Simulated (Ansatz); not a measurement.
`[SH][In]([Br])[Br]` + NH₃ → `[NH2][In]([SH])[Br]` + HBr at 400 K and 1 bar (ligand exchange at the In–Br bond).

Computed with Ansatz on PBE0-D4/def2-TZVP structures; ΔE is electronic, products minus reactants. CCSD(T)/CBS is the MP2 limit (def2-TZVPP, def2-QZVPP) plus CCSD(T) − MP2 in def2-TZVPP, frozen cores. This one scheme is used for every species. Elements past krypton have def2 core potentials. For Br, In outer-core shells are correlated without core-valence functions, which leaves a few kJ/mol of doubt a bond. Scalar relativity is left out up to krypton. Each species was taken in one conformer, which may not be the lowest.

```csv
species,CCSD(T)/CBS energy (Eh),H − E (kJ/mol),S (J/(mol·K))
`[SH][In]([Br])[Br]`,-5734.97677,58.9,415.8
NH₃,-56.50880,104.2,203.1
`[NH2][In]([SH])[Br]`,-3217.52044,125.4,411.0
HBr,-2573.91920,27.6,207.2
```

H − E and S are ideal-gas, rigid-rotor, harmonic terms from PBE0-D4/def2-TZVP, for one conformer and one mirror image of each species. 1 Eh = 2625.50 kJ/mol, R = 8.31446 J/(mol·K).

Question: By hand: ΔE, ΔH, ΔS and ΔG.

Answer: ΔE = (-3217.52044) + (-2573.91920) − (-5734.97677) − (-56.50880) = 0.04593 Eh = 120.6 kJ/mol. Δ(H − E) = 125.4 + 27.6 − 58.9 − 104.2 = -10.1, so ΔH = 110.5 kJ/mol. ΔS = 411.0 + 207.2 − 415.8 − 203.1 = -0.7 J/(mol·K). ΔG = 110.5 − 400 × (-0.7)/1000 = 110.8 kJ/mol.

Question: By hand: the equilibrium constant, and the temperature at which ΔG would vanish if ΔH and ΔS stayed fixed.

Answer: log₁₀ K = −ΔG/(RT ln 10) = -14.5. ΔH and −TΔS have one sign here, so there is no such temperature.

The number of gas molecules stays the same, so ΔS is small and ΔH decides. A doubt of 5 kJ/mol in ΔE shifts log₁₀ K by 0.7 here. Other conformers and mirror images would add mixing entropy, several J/(mol·K) or more a flexible species. These are equilibria of isolated gas molecules and say nothing of rates. Largest T1 diagnostic: 0.012 (customary marks: 0.02 for closed shells, 0.045 for open ones).

ΔS is within the doubt of such terms, so its sign, and with it that verdict, could turn.
